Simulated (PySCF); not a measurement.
Dipole response of Ti (titanium, neutral)

[Ar] 3d2 4s2, high-spin 3F determinant. Computed with PySCF 2.14 in aug-cc-pVTZ, with no relativity, point nucleus. Coupled (time-dependent) response in atomic units; α is the mean over directions.

```
method  mean α (bohr³)  C₆ (like pair)   S(−4)
   UHF           164.3            1792  218300
   PBE           106.7            1242    6093
  PBE0           111.8            1322    6779
```

S(−4) is the Cauchy moment in α(ω) = α(0) + S(−4) ω² + …

Reference α: 87 ± 10 bohr³ (recommended; Schwerdtfeger and Nagle, table of static dipole polarizabilities (2023 update)). Published C₆: 1044 (Chu and Dalgarno (2004); Tang, Norbeck and Certain (1976)).

Hartree-Fock lies above the reference because it lacks correlation, which contracts the outer shell.

α(iu) at UHF:

```csv
u (hartree),α(iu) (bohr³)
0,164.3
0.0500,113.0
0.100,79.49
0.200,38.75
0.300,22.20
0.500,10.57
0.750,5.984
1.00,4.060
1.50,2.353
2.00,1.568
3.00,0.8471
5.00,0.3619
```

A single London oscillator, α(iu) = α/(1 + u²/ω²), gives C₆ = (3/4) ω α². Matching the computed C₆ needs ω = 4 × 1792 / (3 × 164.3²) = 0.0885 hartree.
